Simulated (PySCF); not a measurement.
C4H7FSi, SMILES C1[C@H](C([SiH3])=C1)F. Geometry: TPSSh-D3(BJ)/def2-SVP. The structure was generated by enumeration; whether it is a known compound was not checked.

These are TPSSh-D3(BJ)/def2-SVP (PySCF) values and carry that method's errors.

Harmonic wavenumbers (cm⁻¹): 93, 130, 166, 236, 377, 482, 516, 647, 692, 769, 879, 917, 936, 950, 958, 966, 1029, 1081, 1121, 1168, 1201, 1234, 1283, 1364, 1458, 1639, 2249, 2256, 2260, 3041, 3054, 3106, 3179. Rotational constants (GHz): 4.688, 2.019, 1.504; symmetry number 1.

**Question.** Work out the zero-point energy and the ideal-gas rigid-rotor harmonic-oscillator thermochemistry at 298.15 K and 1 atm.

**Answer.** ZPE = ½ Σ hcν = ½ × 41438 cm⁻¹ = 247.85 kJ/mol. H − E(el) = 268.59 kJ/mol. Entropy in J/(mol K): translation 166.45, rotation 115.12, vibration 64.01, total 345.58. G − E(el) = 165.55 kJ/mol. Cp = 111.62 J/(mol K). Modes under 150 cm⁻¹ make the vibrational entropy uncertain.
